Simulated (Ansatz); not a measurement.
One geometry of the cluster Ti2S, several levels of theory.

```yaml
crystal:
  periodic: [false, false, false]
  atoms:
    - {symbol: Ti, position_ang: [-0.647639, -0.893638, -0.577011]}
    - {symbol: Ti, position_ang: [0.677069, 0.722533, -0.755186]}
    - {symbol: S, position_ang: [-0.029430, 0.171094, 1.332187]}
basis:
  gaussian: {orbitals: def2-TZVP, initial_orbitals: start.molden}
hamiltonian: {xc: {name: B3LYP}, dispersion: d4}
scf: {omitted_lower_state_checks: [starts]}
output: {orbitals: {seedname: orbitals}}
```

The file start.molden holds the orbitals of an earlier run on this structure, at another level or in another basis.

```sh
$ ansatz run in.yaml --threads 4 --pin off --events-out ev --progress --plain --max-ram 3916MiB
```

It prints (some lines left out):

```
Functional definition: B3LYP
1197 factors; their error is unknown
mean field evaluation 1: about -57065.1948 eV, gradient 5.5e0 eV
mean field evaluation 2: about -57065.2407 eV, gradient 7.6e-2 eV
mean field evaluation 4: about -57065.4579 eV, gradient 8.4e-4 eV
mean field evaluation 8: about -57065.4579 eV, gradient 2.2e-5 eV
mean field -57065.45794138 eV, -2097.1168989890 hartree, gradient 2.2e-5 eV, S^2 0.000000; 0 other end points of the search recorded, 0 dependent functions left out
reference -57065.45813561 eV, -2097.1169061269 hartree; 30, 30 occupied and 97, 97 virtual orbitals, 1197 factors
Total energy: -57065.62879310 eV, -2097.1231776740 hartree
Checks for a lower state left out: starts
```

It took 1.8 s on 4 threads of Arm Neoverse V2 on a shared host.

As the first input, with `gaussian: {orbitals: def2-SVP, initial_orbitals: start.molden}`, `hamiltonian: {xc: pbe, dispersion: d4}` (abridged; 0.9 s):

```
Functional definition: PBE
mean field -57038.55285407 eV, -2096.1281552674 hartree, gradient 1.1e-5 eV, S^2 0.000000
Total energy: -57038.65415440 eV, -2096.1318779859 hartree
Checks for a lower state left out: starts
```

As the first input, with `gaussian: {orbitals: def2-SVP, initial_orbitals: start.molden}`, `hamiltonian: {xc: pbe0, dispersion: d4}` (abridged; 1.2 s):

```
Functional definition: PBE0
mean field -57039.33623636 eV, -2096.1569440355 hartree, gradient 1.5e-5 eV, S^2 0.000000
Total energy: -57039.42141084 eV, -2096.1600741398 hartree
Checks for a lower state left out: starts
```

First input, but with `gaussian: {orbitals: def2-TZVPD, initial_orbitals: start.molden}`, `hamiltonian: {xc: pbe0, dispersion: d4}` (abridged; 2.1 s):

```
Functional definition: PBE0
mean field -57049.22589729 eV, -2096.5203823714 hartree, gradient 1.6e-5 eV, S^2 0.000000
Total energy: -57049.31106956 eV, -2096.5235123942 hartree
Checks for a lower state left out: starts
```

First input, but with `gaussian: {orbitals: 6-31G}`, `hamiltonian: {xc: hf}` (abridged; 1.2 s):

```
Functional definition: HF
mean field evaluation 16: about -56980.6206 eV, gradient 4.6e-2 eV
mean field evaluation 32: about -56980.6206 eV, gradient 9.0e-5 eV
mean field evaluation 64: about -56981.8424 eV, gradient 1.2e-1 eV
mean field -56981.85079969 eV, -2094.0443932031 hartree, gradient 4.1e-6 eV, S^2 0.000000; 2 other end points of the search recorded, 0 dependent functions left out
Total energy: -56981.85079969 eV, -2094.0443932031 hartree
Checks for a lower state left out: starts
```

As the first input, with `hamiltonian: {xc: pbe, dispersion: d4}` (abridged; 1.1 s):

```
Functional definition: PBE
mean field -57048.54052298 eV, -2096.4951953298 hartree, gradient 2.2e-5 eV, S^2 0.000000
Total energy: -57048.64181420 eV, -2096.4989177135 hartree
Checks for a lower state left out: starts
```

As the first input, with `hamiltonian: {xc: hse06, dispersion: d4}` (abridged; 1.6 s):

```
Functional definition: HSE06
mean field -57048.58601934 eV, -2096.4968672904 hartree, gradient 4.2e-5 eV, S^2 0.000000
Total energy: -57048.66897763 eV, -2096.4999159513 hartree
Checks for a lower state left out: starts
```

Geometry: PBE-D4/def2-TZVP.

The 6-31G sets use Cartesian d functions. B3LYP takes the VWN-RPA correlation. HSE06 is defined as in plane-wave codes, on full-range PBE exchange. The restricted singlet is unstable towards broken spin symmetry at other levels; at B3LYP-D4/def2-TZVP, PBE-D4/def2-SVP, PBE0-D4/def2-SVP, PBE0-D4/def2-TZVPD and others this wasn't settled. The restricted singlet is unstable towards broken spin symmetry in Hartree–Fock (as tested in another run); at HF/6-31G this wasn't settled. At PBE-D4/def2-TZVP the restricted singlet is unstable: a solution with broken spin symmetry lies lower. The order of the spin states hangs on the level: the quintet lies 0.29 eV below the singlet at PBE0-D4/def2-TZVP, but 0.22 eV above it at PBE-D4/def2-TZVP. The structure comes from a short search, and lower isomers may exist.
